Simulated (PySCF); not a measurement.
# Working out the ionisation energy of Ar(2+)

Ar(2+) [Ne] 3s2 3p4 (3P) → Ar(3+) [Ne] 3s2 3p3 (4S). Calculation: PySCF 2.14, in aug-cc-pV(T+d)Z with one added diffuse shell each of s, p, d, f type (7s6p5d3f, 71 functions); no relativity, point nucleus. Frozen: [Ne]. Energies in hartree (1 hartree = 27.21139 eV):

| part | Ar(2+) (lower) | Ar(3+) (upper) |
| --- | --- | --- |
| UHF | -525.309120 | -523.861133 |
| CCSD correlation | -0.158495 | -0.124624 |
| (T) | -0.004266 | -0.003243 |

What does Hartree-Fock give?

(-523.861133) − (-525.309120) = 1.447987 hartree = 39.402 eV.

What do CCSD and CCSD(T) give?

The CCSD correlation energies differ by 0.033871 hartree = 0.922 eV and the triples by 0.001023 hartree = 0.028 eV, so CCSD gives 40.324 eV and CCSD(T) 40.352 eV.

A first-order spin-orbit estimate adds 0.062 eV to CCSD(T) (valence), giving 40.414 eV against 40.735 ± 0.012 eV (semi-empirical (NIST evaluation); NIST Atomic Spectra Database, ionization energies).

What remains against the reference includes basis incompleteness, the frozen core and higher excitations.
